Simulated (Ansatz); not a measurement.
H3NSSi, SMILES `N[Si]S` (excited triplet) (charge 0, multiplicity 3). This triplet is an excited state, 2.24 eV above the relaxed singlet at the level frozen-core CCSD(T)/cc-pVTZ // PBE0-D3(BJ)/def2-TZVP (Ansatz, a first-principles code).

Cartesian coordinates (Å):
```xyz
6

N     -1.2380    -0.0405    -0.1035
Si     0.1772     0.1073     0.8512
S      2.0602     0.7047     0.0411
H     -1.9393     0.6825    -0.1327
H     -1.5987    -0.9381    -0.3851
H      2.5385    -0.5159    -0.2710
```
Charge 0, spin multiplicity 3.

Give the natural occupations of the active orbitals, the CASSCF energy and the corrected energy for frozen-core fic-MRCISD+Q@CASSCF(6e,6o)/cc-pVTZ // PBE0-D3(BJ)/def2-TZVP (Ansatz).


```json
{
 "natural_occupations": "1.98, 1.98, 1.00, 1.00, 0.02, 0.02",
 "CASSCF energy": "-742.7328 Ha",
 "corrected_energy": "-743.2049 Ha",
 "weight_of_the_reference": "0.874"
}
```
